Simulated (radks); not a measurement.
Question: All-electron atom: F- in [Ne]. Calculated with a radial shooting solver on a logarithmic mesh with Libxc functionals: non-relativistic Kohn-Sham, LDA (Slater exchange, Perdew-Wang correlation), spin-polarised, spherical densities, point nucleus; Watson sphere of charge +1 and radius 2.88 bohr. Some entries of the table are withheld. Estimate them.

orbital,occ.,eigenvalue (eV),<r> (bohr),r(max) (bohr)
1s,2,(1),(2),0.1151
2s,2,-24.8662,(3),0.7752
2p,6,(4),(5),0.7221

Answer: 
(1) 1s eigenvalue (eV): -652.0268
(2) 1s <r> (bohr): 0.1775
(3) 2s <r> (bohr): 1.047
(4) 2p eigenvalue (eV): -7.0702
(5) 2p <r> (bohr): 1.271
